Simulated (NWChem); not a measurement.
C₂H₇BFN; SMILES B(CC)(N)F

```xyz
12

B      0.0029     0.5783    -0.0970
F     -1.3373     0.7664    -0.0731
C      0.5648    -0.8521    -0.4653
C     -0.0900    -1.9903     0.3429
H      1.6569    -0.8910    -0.3517
H      0.3708    -1.0260    -1.5354
H     -1.1795    -1.9727     0.2305
H      0.1299    -1.8981     1.4136
H      0.2653    -2.9751     0.0176
N      0.8116     1.6843     0.2078
H      0.4284     2.5939     0.4265
H      1.8195     1.6438     0.2215
```
Atoms are numbered in this order, from 1.

Computed with NWChem. Medium grid unless said otherwise, to which SCAN and Minnesota functionals are sensitive. The geometry was optimised at B3LYP/6-31G* (spherical d).

For level M06-2X/def2-TZVP:

```
Quantity                     Value
---------------------------  -----
highest occupied level (eV)  -9.74
orbital gap (eV)             11.04
```

Estimate the same quantities for level Hartree-Fock/def2-TZVP.

The highest occupied level (eV) is -11.79 and the orbital gap (eV) comes out as 14.96.
